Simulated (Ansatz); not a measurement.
Gas-phase electronic energies from Ansatz, PBE0-D4/def2-TZVP geometries. CBS: MP2 limit from def2 TZ/QZ plus the TZ coupled-cluster correction, frozen cores. Functionals use def2-TZVPP. def2 core potentials past Kr. For Sb outer-core shells are correlated without core-valence functions, which leaves a few kJ/mol of doubt a bond. One conformer a species, not always the lowest.

`[F][Sb]([F])[SiH3]` + `O[SiH2]S` → `[SiH3]O[SiH2]S` + `[F][SbH][F]`  (cleavage of the Si–Sb bond)

```csv
level,ΔE (kcal/mol)
BLYP-D4,-17.7
CAM-B3LYP-D4,-21.2
B2PLYP,-20.2
CCSD/def2-SVP,-20.2
```

(1) What does CCSD(T)/CBS give? (An estimate is asked.)

(2) What do rigid-rotor, harmonic-oscillator terms from PBE0-D4/def2-TZVP frequencies (298.15 K, 1 bar) make of the CCSD(T)/CBS value? (An estimate is asked.)

Largest T1 diagnostic among the species: 0.015.

Results:

(1) Computed: -19.4 kcal/mol. The listed levels differ from it by 1.7, -1.8, -0.8, -0.8 kcal/mol.

(2) Computed: ΔZPE = -0.8 kcal/mol, ΔH = -20.7 kcal/mol, ΔS = 1 J/(mol·K), ΔG = -20.8 kcal/mol. Modes under 50 cm⁻¹ make the entropy rough.

From PBE to PBE0 (25 % exact exchange), in def2-TZVPP and without D4, ΔE moves by −2.5 kcal/mol. In def2-TZVPP, CCSD(T) changes the Hartree–Fock value by +4.9 kcal/mol (the triples alone add +0.8 kcal/mol) and MP2 by +4.2 kcal/mol. Leaving LDA and LC-ωPBE aside and taking each functional with its dispersion term where it has one, the values, not all of them listed here, spread over 8.5 kcal/mol, from BHLYP-D4 to PBE-D4. LDA lies −0.9 kcal/mol from PBE without D4.
